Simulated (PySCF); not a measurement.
## Relaxation of doublet WO2Cl

Level of theory: PySCF, UPBE0, basis W def2-TZVP with ECP60, O def2-TZVP, Cl def2-TZVP (scalar-relativistic core potentials, no spin–orbit coupling, density fitting). A (50,194) grid was used.

A hand-made trigonal pyramidal start, of Cs symmetry, held to at least that symmetry:

```xyz
4
charge 0 multiplicity 2, angstrom
W    -0.1908    0.0000   -0.2604
O    -0.9722    1.3534    0.5706
O    -0.9722   -1.3534    0.5706
Cl    1.8930    0.0000    0.8476
```

Q: What does it relax to?

A: It ends at Cs with W–Cl 2.269 Å, W–O 1.699 Å (×2); Cl–W–O 119.7° (×2), O–W–O 110.5° (after a last refinement on a finer grid). A frequency run shows a minimum.

Q: How much energy is released, and in how many steps?

A: 111.0 kJ/mol in 8 steps.

With open d or f shells other occupations or spin states may lie lower. Spin–orbit coupling, left out here, can matter for elements this heavy.
